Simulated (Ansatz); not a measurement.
Input for Ansatz (a first-principles code): R-MP2/cc-pVTZ on BH4N (SMILES BN).

Ansatz 0.2 input:
```yaml
crystal:
  periodic: [false, false, false]
  atoms:
    - {symbol: B, position_ang: [0.77926122, 0.02274771, -0.00720541]}
    - {symbol: N, position_ang: [-0.61203907, -0.01786626, 0.00565920]}
    - {symbol: H, position_ang: [1.38336981, -1.00281526, -0.02970260]}
    - {symbol: H, position_ang: [1.32283454, 1.08181311, 0.00467978]}
    - {symbol: H, position_ang: [-1.18480366, 0.80664215, 0.02459244]}
    - {symbol: H, position_ang: [-1.13598840, -0.87438927, -0.00313331]}
basis:
  gaussian:
    orbitals: cc-pVTZ
magnetization: {spin_polarized: false}
correlation: {method: mp2, electrons: outside_noble_gas}
accuracy: high
phonons: {}
scf: {lower_state_search: off}
```

Program output:

```
WARN ansatz: RAYON_NUM_THREADS=1 ignored (pool sized by the plan → 1); use --threads N
Functional definition: HF
these checks for a lower state are left out or cut short: starts, cluster_reference, orbital_swaps, neighbouring_geometries, increment
integrals: 0.19 GiB planned
2174 factors; integrals over basis functions are off by at most 1.8e-9 eV
mean field: 0.29 GiB planned
mean field evaluation 1: about -2216.4896 eV, gradient 3.0e1 eV
mean field evaluation 2: about -2216.4898 eV, gradient 3.0e1 eV
mean field evaluation 4: about -2218.4340 eV, gradient 2.5e0 eV
mean field evaluation 8: about -2218.4544 eV, gradient 7.0e-3 eV
mean field -2218.45444654 eV, -81.5266971877 hartree, gradient 1.9e-8 eV, S^2 0.000000; 0 other end points of the search recorded, 0 dependent functions left out
2 core orbitals not correlated
reference -2218.45444654 eV, -81.5266971877 hartree; 6, 6 occupied and 108, 108 virtual orbitals, 2174 factors
densities: 0.40 GiB planned
second order -8.91386774 eV of doubles, -0.00000000 eV of singles
the calculation of the forces begins
these checks for a lower state are left out or cut short: starts, cluster_reference, orbital_swaps, neighbouring_geometries, increment
integrals: 0.19 GiB planned
2174 factors; integrals over basis functions are off by at most 1.8e-9 eV
mean field: 0.29 GiB planned
mean field evaluation 16: about -2218.4536 eV, gradient 1.4e-1 eV
mean field -2218.45376163 eV, -81.5266720179 hartree, gradient 3.4e-9 eV, S^2 0.000000; 0 other end points of the search recorded, 0 dependent functions left out
2 core orbitals not correlated
reference -2218.45376163 eV, -81.5266720179 hartree; 6, 6 occupied and 108, 108 virtual orbitals, 2174 factors
densities: 0.40 GiB planned
second order -8.91443228 eV of doubles, -0.00000000 eV of singles
the calculation of the forces begins
these checks for a lower state are left out or cut short: starts, cluster_reference, orbital_swaps, neighbouring_geometries, increment
integrals: 0.19 GiB planned
2174 factors; integrals over basis functions are off by at most 1.8e-9 eV
mean field: 0.29 GiB planned
mean field evaluation 32: about -2218.4549 eV, gradient 9.0e-9 eV
mean field -2218.45488275 eV, -81.5267132184 hartree, gradient 3.4e-9 eV, S^2 0.000000; 0 other end points of the search recorded, 0 dependent functions left out
2 core orbitals not correlated
reference -2218.45488275 eV, -81.5267132184 hartree; 6, 6 occupied and 108, 108 virtual orbitals, 2174 factors
densities: 0.40 GiB planned
second order -8.91331153 eV of doubles, -0.00000000 eV of singles
the calculation of the forces begins
these checks for a lower state are left out or cut short: starts, cluster_reference, orbital_swaps, neighbouring_geometries, increment
integrals: 0.19 GiB planned
2174 factors; integrals over basis functions are off by at most 1.8e-9 eV
mean field: 0.29 GiB planned
mean field -2218.45368366 eV, -81.5266691526 hartree, gradient 3.4e-9 eV, S^2 0.000000; 0 other end points of the search recorded, 0 dependent functions left out
2 core orbitals not correlated
reference -2218.45368366 eV, -81.5266691526 hartree; 6, 6 occupied and 108, 108 virtual orbitals, 2174 factors
densities: 0.40 GiB planned
second order -8.91446568 eV of doubles, -0.00000000 eV of singles
the calculation of the forces begins
these checks for a lower state are left out or cut short: starts, cluster_reference, orbital_swaps, neighbouring_geometries, increment
integrals: 0.19 GiB planned
2174 factors; integrals over basis functions are off by at most 1.8e-9 eV
mean field: 0.29 GiB planned
mean field -2218.45486286 eV, -81.5267124875 hartree, gradient 3.4e-9 eV, S^2 0.000000; 0 other end points of the search recorded, 0 dependent functions left out
2 core orbitals not correlated
reference -2218.45486286 eV, -81.5267124875 hartree; 6, 6 occupied and 108, 108 virtual orbitals, 2174 factors
densities: 0.40 GiB planned
second order -8.91328596 eV of doubles, -0.00000000 eV of singles
the calculation of the forces begins
these checks for a lower state are left out or cut short: starts, cluster_reference, orbital_swaps, neighbouring_geometries, increment
integrals: 0.19 GiB planned
2174 factors; integrals over basis functions are off by at most 1.8e-9 eV
mean field: 0.29 GiB planned
mean field evaluation 64: about -2218.4544 eV, gradient 1.0e-8 eV
mean field -2218.45442445 eV, -81.5266963761 hartree, gradient 2.5e-8 eV, S^2 0.000000; 0 other end points of the search recorded, 0 dependent functions left out
2 core orbitals not correlated
reference -2218.45442445 eV, -81.5266963761 hartree; 6, 6 occupied and 108, 108 virtual orbitals, 2174 factors
densities: 0.40 GiB planned
second order -8.91383040 eV of doubles, -0.00000000 eV of singles
the calculation of the forces begins
these checks for a lower state are left out or cut short: starts, cluster_reference, orbital_swaps, neighbouring_geometries, increment
integrals: 0.19 GiB planned
2174 factors; integrals over basis functions are off by at most 1.8e-9 eV
mean field: 0.29 GiB planned
mean field -2218.45434848 eV, -81.5266935844 hartree, gradient 1.9e-8 eV, S^2 0.000000; 0 other end points of the search recorded, 0 dependent functions left out
2 core orbitals not correlated
reference -2218.45434848 eV, -81.5266935844 hartree; 6, 6 occupied and 108, 108 virtual orbitals, 2174 factors
densities: 0.40 GiB planned
second order -8.91390702 eV of doubles, -0.00000000 eV of singles
the calculation of the forces begins
these checks for a lower state are left out or cut short: starts, cluster_reference, orbital_swaps, neighbouring_geometries, increment
integrals: 0.19 GiB planned
2174 factors; integrals over basis functions are off by at most 1.8e-9 eV
mean field: 0.29 GiB planned
mean field -2218.45455119 eV, -81.5267010335 hartree, gradient 3.0e-8 eV, S^2 0.000000; 0 other end points of the search recorded, 0 dependent functions left out
2 core orbitals not correlated
reference -2218.45455119 eV, -81.5267010335 hartree; 6, 6 occupied and 108, 108 virtual orbitals, 2174 factors
densities: 0.40 GiB planned
second order -8.91374551 eV of doubles, -0.00000000 eV of singles
the calculation of the forces begins
these checks for a lower state are left out or cut short: starts, cluster_reference, orbital_swaps, neighbouring_geometries, increment
integrals: 0.19 GiB planned
2174 factors; integrals over basis functions are off by at most 1.8e-9 eV
mean field: 0.29 GiB planned
mean field -2218.45430481 eV, -81.5266919796 hartree, gradient 2.7e-8 eV, S^2 0.000000; 0 other end points of the search recorded, 0 dependent functions left out
2 core orbitals not correlated
reference -2218.45430481 eV, -81.5266919796 hartree; 6, 6 occupied and 108, 108 virtual orbitals, 2174 factors
densities: 0.40 GiB planned
second order -8.91399193 eV of doubles, -0.00000000 eV of singles
the calculation of the forces begins
these checks for a lower state are left out or cut short: starts, cluster_reference, orbital_swaps, neighbouring_geometries, increment
integrals: 0.19 GiB planned
2174 factors; integrals over basis functions are off by at most 1.8e-9 eV
mean field: 0.29 GiB planned
mean field evaluation 96: about -2218.4530 eV, gradient 2.7e-2 eV
mean field -2218.45303373 eV, -81.5266452682 hartree, gradient 3.4e-9 eV, S^2 0.000000; 0 other end points of the search recorded, 0 dependent functions left out
2 core orbitals not correlated
reference -2218.45303373 eV, -81.5266452682 hartree; 6, 6 occupied and 108, 108 virtual orbitals, 2174 factors
densities: 0.40 GiB planned
second order -8.91517436 eV of doubles, -0.00000000 eV of singles
the calculation of the forces begins
these checks for a lower state are left out or cut short: starts, cluster_reference, orbital_swaps, neighbouring_geometries, increment
integrals: 0.19 GiB planned
2174 factors; integrals over basis functions are off by at most 1.8e-9 eV
mean field: 0.29 GiB planned
mean field -2218.45564149 eV, -81.5267411014 hartree, gradient 3.4e-9 eV, S^2 0.000000; 0 other end points of the search recorded, 0 dependent functions left out
2 core orbitals not correlated
reference -2218.45564149 eV, -81.5267411014 hartree; 6, 6 occupied and 108, 108 virtual orbitals, 2174 factors
densities: 0.40 GiB planned
second order -8.91256623 eV of doubles, -0.00000000 eV of singles
the calculation of the forces begins
these checks for a lower state are left out or cut short: starts, cluster_reference, orbital_swaps, neighbouring_geometries, increment
integrals: 0.19 GiB planned
2174 factors; integrals over basis functions are off by at most 1.8e-9 eV
mean field: 0.29 GiB planned
mean field -2218.45501953 eV, -81.5267182449 hartree, gradient 3.4e-9 eV, S^2 0.000000; 0 other end points of the search recorded, 0 dependent functions left out
2 core orbitals not correlated
reference -2218.45501953 eV, -81.5267182449 hartree; 6, 6 occupied and 108, 108 virtual orbitals, 2174 factors
densities: 0.40 GiB planned
second order -8.91326307 eV of doubles, -0.00000000 eV of singles
the calculation of the forces begins
mean field evaluation 128: about -2218.4550 eV, gradient 3.4e-9 eV
these checks for a lower state are left out or cut short: starts, cluster_reference, orbital_swaps, neighbouring_geometries, increment
integrals: 0.19 GiB planned
2174 factors; integrals over basis functions are off by at most 1.8e-9 eV
mean field: 0.29 GiB planned
mean field -2218.45380435 eV, -81.5266735877 hartree, gradient 3.4e-9 eV, S^2 0.000000; 0 other end points of the search recorded, 0 dependent functions left out
2 core orbitals not correlated
reference -2218.45380435 eV, -81.5266735877 hartree; 6, 6 occupied and 108, 108 virtual orbitals, 2174 factors
densities: 0.40 GiB planned
second order -8.91447796 eV of doubles, -0.00000000 eV of singles
the calculation of the forces begins
Total energy: -2227.36831428 eV, -81.8542757853 hartree
Atom 0 at     0.779261     0.022748    -0.007205 Å, force    -0.000064    -0.000002     0.000001 eV/Å
Atom 1 at    -0.612039    -0.017866     0.005659 Å, force    -0.000032    -0.000001     0.000000 eV/Å
Atom 2 at     1.383370    -1.002815    -0.029703 Å, force    -0.000001    -0.000059    -0.000001 eV/Å
Atom 3 at     1.322835     1.081813     0.004680 Å, force    -0.000005     0.000059     0.000001 eV/Å
Atom 4 at    -1.184804     0.806642     0.024592 Å, force     0.000053    -0.000069    -0.000002 eV/Å
Atom 5 at    -1.135988    -0.874389    -0.003133 Å, force     0.000049     0.000072     0.000001 eV/Å
Dipole moment:    -0.410097    -0.011971     0.003792 e Å
Vibrations: 615.11 743.78 872.20 1031.59 1148.24 1175.12 1386.15 1647.60 2627.22 2712.72 3635.45 3746.53 cm⁻¹, zero-point energy 1.323018 eV
Checks for a lower state left out: starts, cluster_reference, orbital_swaps, neighbouring_geometries, increment
```

The calculation finished and met its thresholds.

Cost: roughly 120 core-seconds.
